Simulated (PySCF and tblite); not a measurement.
Values are calculated unless marked as measured or tabulated.
2 diastereomers of C6H8N2, numbered alike:

| isomer | SMILES | descriptors (one enantiomer) |
| --- | --- | --- |
| A | [H]/[N:4]=[C:3]1\[C@@H:2]([CH3:1])[C@@H:6]([C:7]#[N:8])[CH2:5]1 | 2S, 6S, 3=4 Z |
| B | [H]/[N:4]=[C:3]1\[C@H:2]([CH3:1])[C@@H:6]([C:7]#[N:8])[CH2:5]1 | 2R, 6S, 3=4 Z |

Each isomer is a Boltzmann average at 298.15 K over at most 5 conformers: GFN2-xTB geometries, energies PBE0/def2-SVP (IEF-PCM, dimethylsulfoxide) (D3(BJ) added where defined), GFN2-xTB thermal terms. Programs: PySCF with density fitting and tblite.

Q: Rank the isomers by free energy at 298.15 K.

A: 
| isomer | ΔG (kcal/mol) | ΔE, lowest conformer | conformers | largest weight % | rms dipole (D) |
| --- | --- | --- | --- | --- | --- |
| B | 0.0 | 0.0 | 1 | 100 | 4.35 |
| A | 0.6 | 0.6 | 1 | 100 | 4.40 |

ΔG is for one enantiomer.

Q: If they could interconvert freely, what would the mixture hold (chiral isomers as racemates)?

A: B 74 %, A 26 %. A racemate gains RT ln 2.
